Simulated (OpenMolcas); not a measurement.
## What dynamic correlation does to the levels of Co IV

- Program: OpenMolcas 26.06
- Basis: ANO-R1 [5s3p2d1f]
- Scalar Hamiltonian: X2C, finite nucleus
- Active space: 6 electrons in 5 orbitals (3d)
- State averaging: 2S+1 = 5 even, 5 roots; 2S+1 = 3 even, 45 roots; 2S+1 = 1 even, 50 roots
- Spin-orbit coupling: state interaction with AMFI integrals over the reference wave functions, term energies averaged over their components

Methods on the same reference wave functions:
A. CASSCF
B. SS-CASPT2, IPEA 0.25 Eh, imaginary shift 0.1 Eh (closed shells correlated: 3s 3p)
C. MS-CASPT2, IPEA 0.25 Eh, imaginary shift 0.1 Eh (closed shells correlated: 3s 3p)

Energies in cm-1 above 3d6 5D4, the measured ground level; measured values from Sugar and Corliss, J. Phys. Chem. Ref. Data 10, 1097 (1981).

```csv
Level,A,B,C,Measured
3d6 5D4,0.0,0.0,0.0,0.0
3d6 5D3,644,647,647,639
3d6 5D2,1096,1094,1094,1078
3d6 5D1,1386,1380,1381,
3d6 5D0,1529,1520,1521,1494
3d6 3H6,26022,25000,25000,23680
3d6 3H5,26349,25310,25310,24032
3d6 3H4,26587,25510,25500,24272
3d6 3P2(1),28396,23290,23290,22883
3d6 3F4(1),29766,26420,26400,25396
3d6 3F3(1),30130,26730,26720,25736
3d6 3P1(1),30274,25180,25180,24729
3d6 3F2(1),30403,26950,26960,25969
3d6 3P0(1),31041,25950,25940,25449
3d6 3G5,32858,30740,30740,29022
3d6 3G4,33467,31290,31300,29592
3d6 3G3,33725,31550,31550,29868
3d6 1I6,39226,37990,37990,35943
3d6 1G4(1),41434,38710,38700,36683
3d6 3D1,42485,38510,38510,
3d6 3D2,42514,38500,38500,
3d6 3D3,42696,38720,38720,36554
3d6 1S0(1),48119,43260,43170,41442
3d6 1D2(1),51459,44650,44650,42342
```

Deviations, from unrounded energies. A percentage is the sum of absolute deviations over the sum of measured energies, with the sign that they share, or ± where signs differ.

```json
{"Against measurement": "mean absolute deviation (cm-1)", "Levels": "20", "A": "3900", "B": "1200", "C": "1200"}
{"Against measurement": "fine structure of the ground term (%)", "Levels": "3", "A": "+1.8", "B": "+1.6", "C": "+1.6"}
{"Against measurement": "other terms of the ground configuration (%)", "Levels": "17", "A": "+15.6", "B": "+4.7", "C": "+4.7"}
```

B, C lie about equally close to measurement and A furthest from it. The largest miss of C in the table is 3d6 1D2(1), by +2300 cm-1. The ranking rests on the paired levels alone, and a cruder setting can come out closer through cancelling errors.

Between B and C the level of the table that moves most is 3d6 1S0(1), by 88 cm-1 (lowest in C, highest in B). Moves below CASPT2's spread within the term are not significant.

The two smallest mean deviations differ by little beside CASPT2's spread within terms, so their order carries little weight.

From A to B the spin-free energies of the other terms of 3d6 shown, above 5D, scale by factors of 0.82 to 0.97, as is usual when dynamic correlation screens the repulsion within a d or f shell.

The lowest spin-free term lies below A's lowest term by 0.271 hartree in B, 0.271 hartree in C.

CASPT2 breaks the degeneracy within a term, and the mean is taken; among the terms shown or strongly mixed into the levels shown the widest spread is 1200 cm-1 (3d6 1I, C). The basis is small and was not contracted for so high a charge. The CASPT2 spread within a term exceeds the gap to the next term for 3d6 1G(1) and 3d6 3D, so the order of their levels is uncertain (figures for B; the like holds for C). Without dynamic correlation excited terms often stand tens of per cent too high (terms of higher spin than the ground term too low), and those without a measured partner can miss by more than the paired ones (holds for A). Computed and measured levels are paired by configuration, term and J; levels that our copy of the source lacks, or whose pairing is in doubt (as where it misses far off the trend of its configuration), stay unpaired and out of the deviations. Levels of configurations outside the active space are missing. Levels that lie high or do not pair safely by name in every column are left out.

A number in round brackets counts repeated terms of one configuration in the order of the reference energies.
